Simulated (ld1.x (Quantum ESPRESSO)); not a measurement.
# fluorine (F): PAW pseudisation with PBE, scalar-relativistic reference atom.

- Element: F
- Generator: ld1.x (Quantum ESPRESSO) 7.5
- Type: PAW
- Functional: PBE
- Relativity: scalar-relativistic
- Frozen core: [He]
- Valence charge: 7
- Reference configuration: 2s1.75 2p5.25
- Partial waves: 2s (bound): rcut 0.60, rcutus 0.75 bohr; 2s channel at 1.1 Ry: rcut 0.60, rcutus 0.75 bohr; 2p (bound): rcut 1.05, rcutus 1.20 bohr; 2p channel at 2.4 Ry: rcut 1.05, rcutus 1.20 bohr; 3d channel at 0.25 Ry: rcut 0.95, rcutus 1.20 bohr; 3d channel at 0.75 Ry: rcut 0.95, rcutus 1.20 bohr
- Local potential: all-electron potential smoothed inside 1.05 bohr (lloc = -1)
- Core correction: Bessel-smoothed model core inside 0.80 bohr
- Augmentation charge: GAUSS, radius 0.60 bohr

All-electron outer shells of the reference configuration (PBE, scalar-relativistic, ld1.x):

| shell | level (eV) | outermost node (bohr) | outermost maximum (bohr) |
| --- | --- | --- | --- |
| 1s | -663.53 | – | 0.11 |
| 2s | -30.02 | 0.24 | 0.76 |
| 2p | -11.22 | – | 0.71 |

Calculated quality:

```json
{"Cutoffs needed": "55 Ry and 100 Ry (the cutoffs (Ry, on a coarse ladder) from which the occupation-weighted sum of valence levels, in a spherical-Bessel basis at the reference potential, stays within 10 and 1 mRy of its value at 400 Ry)", "Ghost test": "no extra level below or beside the all-electron valence levels (s, p, d, f tested) (spherical-Bessel basis up to 400 Ry, 20 bohr box)", "Largest excitation error": "-30 meV (all-electron minus pseudo) for 2s2 2p1, out of 7 test configurations", "Lowest eigenvalue of the overlap operator": "0.43 (s channel)"}
```

Generation and tests took about 1 s on one core of a shared server CPU.
